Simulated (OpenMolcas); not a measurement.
# Ni III: the spin-orbit constant, worked from levels

```json
{
  "Program": "OpenMolcas",
  "Basis": "ANO-RCC-VTZP [6s5p3d2f1g]",
  "Scalar Hamiltonian": "DKH2, point nucleus",
  "Active space": "8 electrons in 10 orbitals (3d 4d)",
  "State averaging": "2S+1 = 3 even, 10 roots; 2S+1 = 1 even, 15 roots",
  "Spin-orbit coupling": "state interaction with AMFI integrals over the reference wave functions, term energies averaged over their components"
}
```

Methods: CASSCF; SS-CASPT2, IPEA 0.25 Eh, imaginary shift 0.1 Eh (closed shells correlated: 3s 3p). Measured levels: Corliss and Sugar, J. Phys. Chem. Ref. Data 10, 197 (1981).

**The spin-orbit constant.** For the Hund term 3F of d8, E(J) = (A/2) J(J+1) + constant and ζ = -2S·A = -2A. From J = 2 to J = 4 the energy changes by 7 A.

| Source | E(4) - E(2) | A | ζ |
| --- | --- | --- | --- |
| CASSCF | -2248.8 | -321.3 | 643 |
| SS-CASPT2 | -2232.7 | -319.0 | 638 |
| measured | -2269.6 | -324.2 | 648 |

All in cm-1. SS-CASPT2 is off by -1.6 % and CASSCF by -0.9 %. Both methods take the spin-orbit matrix elements from the reference wave functions, so the second can move ζ only through the term energies and any multistate remixing. Second-order mixing with other terms is absorbed into this ζ.

CASPT2 does not keep the components of a term degenerate, so their means are used; among the terms shown or strongly mixed into the levels shown the widest spread is 530 cm-1 (3d8 3F, SS-CASPT2). Active for correlation alone: 4d; no level in the range computed is led by a configuration that fills it, so any true level of that kind is missing. Without dynamic correlation excited terms often stand tens of per cent too high (terms of higher spin than the ground term too low), and those without a measured partner can miss by more than the paired ones (holds for CASSCF). Computed and measured levels are paired by configuration, term and J; levels that our copy of the source lacks, or whose pairing is in doubt (as where it misses far off the trend of its configuration), stay unpaired and out of the deviations. Levels of configurations outside the active space are missing.
